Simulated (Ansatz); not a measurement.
An input meant for the cluster Ag2H2 (charge 0, singlet; atoms displaced at random, 0.08 Å in each coordinate).

```yaml
crystal:
  periodic: [false, false, false]
  atoms:
    - {symbol: Ag, position_ang: [-1.478399, -1.281743, -0.298315]}
    - {symbol: Ag, position_ang: [0.504395, 0.337887, 0.176416]}
    - {symbol: H, position_ang: [2.077754, 0.448771, 0.849667]}
    - {symbol: H, position_ang: [-0.957577, 0.258931, -0.679772]}
basis:
  gaussian: {orbitals: def2-TZVP}
magnetization: {spin_polarized: true, initial_magnetization: 8}
hamiltonian: {xc: {name: r2SCAN50}}
scf: {omitted_lower_state_checks: [starts]}
output: {forces: true}
```

```sh
$ ansatz run in.yaml --threads 4 --pin off --events-out ev --progress --plain --max-ram 3916MiB
```

Output, abridged:

```
Functional definition: r2SCAN50
876 factors; integrals over basis functions are off by at most 7.9e-4 eV
mean field evaluation 1: about -8000.7515 eV, gradient 2.5e1 eV
mean field evaluation 2: about -7996.9655 eV, gradient 4.6e1 eV
mean field evaluation 4: about -8004.3624 eV, gradient 3.5e0 eV
mean field evaluation 8: about -8004.6798 eV, gradient 1.7e0 eV
mean field evaluation 16: about -8006.4697 eV, gradient 2.7e0 eV
mean field evaluation 32: about -8007.6193 eV, gradient 3.9e0 eV
mean field evaluation 64: about -8007.6536 eV, gradient 2.7e-6 eV
mean field -8007.65355319 eV, -294.2758402973 hartree, gradient 2.9e-10 eV, S^2 20.009946; 0 other end points of the search recorded, 0 dependent functions left out
reference -8007.65356426 eV, -294.2758407041 hartree; 24, 16 occupied and 68, 76 virtual orbitals, 876 factors
Total energy: -8007.65356426 eV, -294.2758407041 hartree
Atom 0 at    -1.478399    -1.281743    -0.298315 Å, force    -1.912530    -3.059022     0.150470 eV/Å
Atom 1 at     0.504395     0.337887     0.176416 Å, force     1.520502     1.894574     0.549799 eV/Å
Atom 2 at     2.077754     0.448771     0.849667 Å, force     2.770984    -0.253791     1.345790 eV/Å
Atom 3 at    -0.957577     0.258931    -0.679772 Å, force    -2.378956     1.418239    -2.046059 eV/Å
Dipole moment:     0.183824    -0.151254     0.134697 e Å
Checks for a lower state left out: starts
```

Something in this input is off. What?

The spin is set far too high (8 unpaired electrons typed, 0 in the singlet as meant). The calculation finished and met its thresholds. The result belongs to that input, not to the species as meant.
